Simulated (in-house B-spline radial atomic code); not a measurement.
Checks on a self-consistent run for Fe7+, [Ar] 3d1. Method: Dirac-Hartree-Fock, average of configuration, Fermi nucleus of rms radius 3.7377 fm. Calculated with a radial B-spline atomic code at the basis-set limit.

| orbital | q | ε (Eh) | <1/r> | <r²> | small-component weight |
| --- | --- | --- | --- | --- | --- |
| 1s1/2 | 2 | -269.24826 | 25.9799 | 0.00459211 | 0.0087479 |
| 2s1/2 | 2 | -38.03542 | 5.62045 | 0.0827357 | 0.0016289 |
| 2p1/2 | 2 | -33.39551 | 5.53646 | 0.0662708 | 0.0015933 |
| 2p3/2 | 4 | -32.92982 | 5.44042 | 0.0678155 | 0.0015721 |
| 3s1/2 | 2 | -9.19346 | 1.86122 | 0.657731 | 0.00039477 |
| 3p1/2 | 2 | -7.64028 | 1.75813 | 0.696061 | 0.00036091 |
| 3p3/2 | 4 | -7.56864 | 1.73847 | 0.707039 | 0.00035682 |
| 3d3/2 | 0.4 | -5.55935 | 1.5669 | 0.725041 | 0.0002971 |
| 3d5/2 | 0.6 | -5.55035 | 1.56268 | 0.728076 | 0.00029615 |

Electron-electron repulsion V_ee = 374.2684 hartree.

**Question.** What total energy follows from the eigenvalues?

**Answer.** The eigenvalues count the repulsion twice, so E = Σqε - V_ee = -882.574 - 374.268 = -1256.842 hartree; the run printed -1256.842.

**Question.** Does the Dirac virial theorem hold?

**Answer.** For a point nucleus E = -2c²Σq·w, with w the small-component weight. Here Σq·w = 0.033464 and c = 137.0360, so the ratio E/(-2c²Σq·w) is 1.000007; the finite nucleus accounts for the departure from 1.

**Question.** What diamagnetic shielding (Lamb formula) and susceptibility (Langevin formula) do the radii give?

**Answer.** σ = (α²/3)Σq<1/r> = 111.792/(3·137.036²) = 1984.4 ppm, and χ = -0.79199×10⁻⁶·Σq<r²> = -5.418×10⁻⁶ cm³/mol with Σq<r²> = 6.8411 bohr². Both are non-relativistic formulas without the paramagnetism of open shells.
